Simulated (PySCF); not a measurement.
Checking a proposed structure

A compound C7H9FO gives the data below (simulated from a calculation) and was assigned the structure `C[C@H]1CC=C(F)C(=O)C1`.

13C{1H} NMR (computed): δ 214.2 (C), 95.4 (CH), 59.2 (CH), 47.1 (CH2), 40.6 (CH2), 38.0 (CH2), 37.2 (CH).

1H NMR (500 MHz, computed): δ 5.42 (m, 1H), 2.66 (m, 1H), 2.43 (m, 1H), 2.31 (m, 1H), 2.28 (m, 1H), 2.07 (m, 1H), 1.65 (m, 1H), 1.54 (m, 1H), 1.49 (m, 1H).

Theoretical values (PySCF 2.14.0 with density-fitted response routines): shielding tensors at PBE0/pcSseg-1 (GIAO), geometry from GFN2-xTB. No relativistic terms, isolated molecule, single conformer.

Referencing at the same level of theory: 1H (σref 31.72), 13C (σref 186.93) against TMS.

Question: Compare with the shifts computed for the proposed structure, pairing carbons in order of shift.

Answer: Structure with atom numbers: `[CH3:1][C@H:2]1[CH2:3][CH:4]=[C:5]([F:6])[C:7](=[O:8])[CH2:9]1` (H(Xn): hydrogen on atom n).

| atom | computed for proposal | given list | difference |
| --- | --- | --- | --- |
| C7 | 194.8 | 214.2 | -19.4 |
| C5 | 164.8 | 95.4 | +69.4 |
| C4 | 133.0 | 59.2 | +73.8 |
| C9 | 51.5 | 47.1 | +4.4 |
| C3 | 36.3 | 40.6 | -4.3 |
| C2 | 35.7 | 38.0 | -2.3 |
| C1 | 24.1 | 37.2 | -13.1 |

The rms difference is 39.4 ppm and the largest +73.8 ppm at C4 (β carbon of a C=C–C=O unit). The carbon types in order of shift don't match either: C, C, CH, CH2, CH2, CH, CH3 for the proposal against C, CH, CH, CH2, CH2, CH2, CH in the data. The proposal doesn't fit.

Question: Which isomer fits?

Answer: `C1[C@H]2CC(=O)[C@@H]([C@H]1F)C2`.

1. Carbon types of the structure: 1 × C, 3 × CH, 3 × CH2, which accounts for all hydrogens.
2. δC 214.2: ketone carbonyl carbon; low-lying n→π* states of the double bond to the heteroatom give a large paramagnetic term (-275 ppm).
3. δC 95.4: sp3 CH bonded to F; deshielded by the electronegative neighbour.
4. δC 59.2: sp3 CH α to a carbonyl; the adjacent C=O deshields it moderately.
5. δC 37.2: sp3 CH in a ring; aliphatic region, no heteroatom directly attached.

Other isomers checked: CC1=C[C@@]12COC[C@@H]2F (rms 40.4 ppm); C=C1C(=C)[C@H](F)[C@@H]1OC (rms 54.6 ppm).

This is the structure that produced the data.

Splittings by 19F in the carbon and heteronuclear signals aren't shown, as no couplings were computed. Shifts are as computed. Against solution values, carbons near 30 ppm lie about +3 ppm off and those near 130 ppm about +5 ppm. Of 1211 compounds with measured shifts, 218 miss one by over three times the rms of a fit or turn the order of signals round; such compounds aren't used in these exercises. Multiplicities follow the n + 1 count of equivalent neighbours, as no J values were calculated; m marks all less simple cases, F and P coupling included.
